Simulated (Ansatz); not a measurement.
`C=CBC[SiH3]` + `O[Si](F)(F)F` → `C=CO[Si](F)(F)F` + `BC[SiH3]`  (substitution at a C–B bond)

Gas-phase electronic energies from Ansatz, PBE0-D4/def2-TZVP geometries. CBS: MP2 limit from def2 TZ/QZ plus the TZ coupled-cluster correction, frozen cores. Functionals use def2-TZVPP. One conformer a species, not always the lowest.

CCSD(T)/CBS gives +22.9 kcal/mol.

Another level gave +19.8 kcal/mol. Which?
A. ωB97M-V/def2-TZVPP
B. MP2/def2-TZVPP
C. CCSD(T)/def2-TZVPP
D. HF/def2-TZVPP

D. HF/def2-TZVPP 19.8, ωB97M-V 21.2, CCSD(T)/def2-TZVPP 22.4, MP2/def2-TZVPP 23.8 kcal/mol.

Largest T1 diagnostic among the species: 0.012.

In def2-TZVPP, CCSD(T) changes the Hartree–Fock value by +2.6 kcal/mol (the triples alone add +0.3 kcal/mol) and MP2 by +4.0 kcal/mol.
